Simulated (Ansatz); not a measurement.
Steps of a relaxation of C₂H₁₀AlBSi (`[CH3][Al]([CH3])[BH][SiH3]`) with RKS PBE-D4/def2-SVP.

```sh
$ ansatz run in.yaml --threads 4 --pin off --events-out ev --progress --plain --max-ram 10444MiB
```

```yaml
crystal:
  periodic: [false, false, false]
  atoms:
    - {symbol: C, position_ang: [-2.054000, 0.076100, 1.690900]}
    - {symbol: Al, position_ang: [-0.473700, 0.151100, 0.541300]}
    - {symbol: C, position_ang: [1.019500, 1.347000, 0.999200]}
    - {symbol: B, position_ang: [-0.275000, -1.035600, -1.132200]}
    - {symbol: Si, position_ang: [1.252700, -1.005600, -2.239800]}
    - {symbol: H, position_ang: [-1.978500, 0.845200, 2.522400]}
    - {symbol: H, position_ang: [-2.229000, -0.902000, 2.078100]}
    - {symbol: H, position_ang: [-2.942600, 0.436100, 1.064400]}
    - {symbol: H, position_ang: [1.239400, 2.071400, 0.221900]}
    - {symbol: H, position_ang: [0.810400, 1.912300, 1.959100]}
    - {symbol: H, position_ang: [1.950500, 0.731800, 1.203700]}
    - {symbol: H, position_ang: [-1.227200, -1.749400, -1.400800]}
    - {symbol: H, position_ang: [2.360100, -1.359500, -1.419500]}
    - {symbol: H, position_ang: [1.078400, -1.920600, -3.330800]}
    - {symbol: H, position_ang: [1.447100, 0.351000, -2.728300]}
basis:
  gaussian: {orbitals: def2-SVP}
hamiltonian: {xc: pbe, dispersion: d4}
relax: {f_tol: 0.03, max_steps: 200}
```

Positions (Å) and forces (eV/Å) along the path, 10 of 20 steps:

```xyz
15
step=1 energy=-17367.0349 eV
C    -2.054    0.076    1.691   -0.278    2.662   -0.528
Al   -0.474    0.151    0.541    0.192    0.540    0.779
C     1.020    1.347    0.999    0.020   -0.478    1.610
B    -0.275   -1.036   -1.132   -1.776   -0.433    0.499
Si    1.253   -1.006   -2.240   -0.288    0.059   -0.697
H    -1.978    0.845    2.522   -0.038   -0.707   -0.349
H    -2.229   -0.902    2.078   -0.532   -1.322    0.585
H    -2.943    0.436    1.064    0.547   -0.604    0.501
H     1.239    2.071    0.222    0.346    0.535   -0.616
H     0.810    1.912    1.959    0.166   -0.237   -0.600
H     1.950    0.732    1.204   -0.438    0.395   -0.277
H    -1.227   -1.749   -1.401    0.034   -0.117   -0.116
H     2.360   -1.359   -1.419    1.530   -0.442    0.901
H     1.078   -1.921   -3.331    0.278   -0.846   -1.294
H     1.447    0.351   -2.728    0.239    0.995   -0.397
15
step=3 energy=-17367.5942 eV
C    -2.095    0.136    1.757   -0.001    0.064    0.030
Al   -0.490    0.198    0.612    0.071   -0.075    0.075
C     1.024    1.384    1.055    0.006    0.015   -0.025
B    -0.372   -1.088   -1.138   -0.172    0.074   -0.047
Si    1.248   -1.070   -2.319    0.177   -0.037   -0.087
H    -2.038    0.792    2.652   -0.005   -0.032   -0.035
H    -2.334   -0.894    2.100    0.032   -0.010   -0.012
H    -2.979    0.458    1.162   -0.052    0.016    0.001
H     1.278    2.062    0.210   -0.012   -0.003    0.017
H     0.855    2.008    1.956    0.003    0.011   -0.016
H     1.944    0.782    1.233   -0.012   -0.010   -0.003
H    -1.323   -1.796   -1.441    0.046   -0.019    0.016
H     2.460   -1.405   -1.473    0.004   -0.004    0.021
H     1.302   -1.966   -3.535   -0.036    0.019    0.035
H     1.496    0.347   -2.801   -0.049   -0.009    0.030
15
step=9 energy=-17367.6730 eV
C    -2.012   -0.015    1.867    0.051    0.034   -0.036
Al   -0.548    0.232    0.556   -0.038   -0.023    0.024
C     0.954    1.457    0.936    0.008   -0.001    0.033
B    -0.483   -0.826   -1.313   -0.078   -0.029   -0.145
Si    1.295   -1.234   -2.156   -0.164    0.012    0.039
H    -1.933    0.665    2.741    0.011   -0.030   -0.019
H    -2.087   -1.054    2.251    0.002   -0.027   -0.001
H    -2.982    0.194    1.361   -0.002   -0.013    0.021
H     1.312    2.010    0.044    0.004    0.025   -0.034
H     0.756    2.188    1.747   -0.013    0.009    0.002
H     1.815    0.830    1.268   -0.014    0.009   -0.004
H    -1.478   -0.985   -2.025    0.210    0.060    0.091
H     2.445   -1.502   -1.220    0.016   -0.015    0.032
H     1.400   -2.181   -3.325   -0.014   -0.026    0.017
H     1.523    0.169   -2.704    0.020    0.015   -0.020
15
step=10 energy=-17367.6924 eV
C    -1.985   -0.055    1.874    0.045    0.053   -0.041
Al   -0.551    0.249    0.540   -0.091   -0.043    0.049
C     0.934    1.494    0.928    0.021   -0.002   -0.002
B    -0.495   -0.771   -1.342    0.047    0.068   -0.109
Si    1.281   -1.272   -2.130   -0.128    0.018    0.009
H    -1.888    0.603    2.763    0.006   -0.032   -0.014
H    -2.050   -1.104    2.232    0.011   -0.019   -0.014
H    -2.966    0.168    1.396    0.014   -0.020    0.026
H     1.298    2.047    0.038   -0.004    0.014   -0.008
H     0.723    2.223    1.737   -0.020    0.004   -0.004
H     1.793    0.871    1.271   -0.007    0.014   -0.002
H    -1.444   -0.819   -2.118    0.096   -0.002    0.065
H     2.412   -1.548   -1.173    0.003   -0.016    0.019
H     1.372   -2.253   -3.273   -0.012   -0.004    0.020
H     1.545    0.116   -2.712    0.018   -0.034    0.006
15
step=11 energy=-17367.7043 eV
C    -1.952   -0.110    1.883   -0.008    0.030   -0.038
Al   -0.567    0.297    0.518    0.020    0.090    0.026
C     0.902    1.557    0.922   -0.017    0.013    0.038
B    -0.480   -0.619   -1.401   -0.173   -0.355   -0.105
Si    1.260   -1.328   -2.108   -0.059    0.232   -0.037
H    -1.824    0.494    2.809    0.015   -0.065   -0.081
H    -1.995   -1.182    2.179    0.008    0.063   -0.042
H    -2.953    0.136    1.457    0.076   -0.049    0.052
H     1.272    2.118    0.039   -0.023   -0.002    0.015
H     0.670    2.279    1.732    0.011    0.013   -0.003
H     1.761    0.939    1.276    0.001    0.019    0.006
H    -1.404   -0.651   -2.214    0.194    0.114    0.089
H     2.353   -1.641   -1.115   -0.038   -0.008   -0.006
H     1.305   -2.362   -3.210   -0.046    0.047    0.058
H     1.631    0.024   -2.739    0.040   -0.142    0.030
15
step=13 energy=-17367.7418 eV
C    -1.885   -0.182    1.865    0.011   -0.013    0.048
Al   -0.553    0.355    0.489   -0.087   -0.028    0.083
C     0.857    1.673    0.925    0.014    0.002   -0.013
B    -0.479   -0.549   -1.433   -0.259    0.102   -0.177
Si    1.210   -1.389   -2.082    0.246    0.078   -0.096
H    -1.727    0.339    2.837   -0.008   -0.071   -0.127
H    -1.889   -1.280    2.064   -0.005    0.152   -0.051
H    -2.912    0.075    1.510    0.107   -0.049    0.037
H     1.215    2.257    0.052   -0.018   -0.003    0.024
H     0.579    2.379    1.736   -0.005   -0.016   -0.020
H     1.736    1.091    1.290   -0.021    0.029    0.000
H    -1.340   -0.416   -2.311    0.198   -0.024    0.224
H     2.204   -1.849   -1.033   -0.089    0.030   -0.085
H     1.154   -2.442   -3.167   -0.005    0.054    0.042
H     1.808   -0.115   -2.712   -0.079   -0.241    0.111
15
step=15 energy=-17367.7695 eV
C    -1.783   -0.269    1.826    0.074   -0.081    0.087
Al   -0.508    0.428    0.472   -0.057    0.034    0.060
C     0.789    1.847    0.958    0.016   -0.030    0.031
B    -0.435   -0.420   -1.469    0.063   -0.034   -0.077
Si    1.154   -1.498   -2.084    0.219    0.133    0.069
H    -1.602    0.148    2.844   -0.012   -0.053   -0.131
H    -1.755   -1.382    1.901   -0.014    0.162   -0.014
H    -2.825   -0.003    1.537    0.033   -0.015    0.002
H     1.115    2.480    0.107   -0.022   -0.014    0.010
H     0.428    2.511    1.774    0.015   -0.054   -0.051
H     1.706    1.336    1.338   -0.049    0.050   -0.004
H    -1.251   -0.183   -2.351    0.033    0.000    0.043
H     1.977   -2.151   -0.976   -0.130    0.127   -0.215
H     0.948   -2.530   -3.173    0.012    0.078    0.050
H     2.022   -0.363   -2.673   -0.181   -0.304    0.140
15
step=16 energy=-17367.7782 eV
C    -1.750   -0.291    1.816    0.032   -0.059    0.053
Al   -0.506    0.455    0.463    0.016    0.000    0.053
C     0.767    1.889    0.965    0.006   -0.010    0.025
B    -0.421   -0.381   -1.482    0.011   -0.043   -0.029
Si    1.130   -1.525   -2.072    0.286    0.105   -0.012
H    -1.555    0.094    2.842   -0.009   -0.031   -0.104
H    -1.716   -1.405    1.855   -0.010    0.127   -0.011
H    -2.798   -0.022    1.552    0.027   -0.016    0.013
H     1.086    2.532    0.118   -0.017   -0.010    0.014
H     0.383    2.541    1.779    0.021   -0.039   -0.043
H     1.691    1.398    1.353   -0.058    0.037   -0.009
H    -1.227   -0.128   -2.369    0.051    0.004    0.029
H     1.918   -2.222   -0.971   -0.152    0.093   -0.143
H     0.894   -2.529   -3.179   -0.006    0.041    0.059
H     2.084   -0.457   -2.640   -0.198   -0.198    0.104
15
step=17 energy=-17367.7871 eV
C    -1.713   -0.314    1.805   -0.005   -0.020    0.018
Al   -0.487    0.467    0.459   -0.002   -0.021    0.021
C     0.743    1.930    0.973    0.018   -0.004    0.011
B    -0.397   -0.359   -1.489   -0.007    0.046   -0.022
Si    1.117   -1.548   -2.071    0.148    0.016   -0.031
H    -1.501    0.041    2.836   -0.007   -0.008   -0.042
H    -1.685   -1.426    1.811   -0.006    0.049   -0.005
H    -2.764   -0.033    1.564    0.032   -0.012    0.016
H     1.051    2.581    0.129   -0.007   -0.002    0.011
H     0.326    2.572    1.779    0.010   -0.019   -0.024
H     1.676    1.473    1.378   -0.044    0.024   -0.011
H    -1.179   -0.069   -2.385    0.026   -0.002    0.033
H     1.828   -2.298   -0.962   -0.047    0.048   -0.067
H     0.835   -2.531   -3.184    0.011    0.019    0.027
H     2.130   -0.536   -2.614   -0.122   -0.112    0.064
15
step=20 energy=-17367.7922 eV
C    -1.655   -0.352    1.791   -0.013   -0.005   -0.002
Al   -0.454    0.482    0.457    0.011    0.006   -0.004
C     0.697    2.001    0.991    0.006    0.000    0.010
B    -0.341   -0.311   -1.502   -0.015    0.006   -0.027
Si    1.089   -1.606   -2.075   -0.016    0.011    0.000
H    -1.408   -0.050    2.830    0.001    0.001   -0.001
H    -1.647   -1.461    1.741    0.000    0.001    0.001
H    -2.706   -0.040    1.598    0.006    0.000    0.007
H     0.998    2.656    0.149   -0.001    0.000    0.000
H     0.217    2.630    1.770    0.003   -0.005   -0.006
H     1.636    1.602    1.438   -0.014    0.003   -0.003
H    -1.082    0.054   -2.407    0.024   -0.017    0.027
H     1.711   -2.417   -0.963    0.002    0.000    0.001
H     0.745   -2.555   -3.197   -0.001    0.001    0.000
H     2.179   -0.684   -2.591    0.007   -0.002   -0.001
```

Hardware: 4 threads of an AMD EPYC 9R45 on a shared host. Wall time 12 s, peak host memory 0.2 GiB.
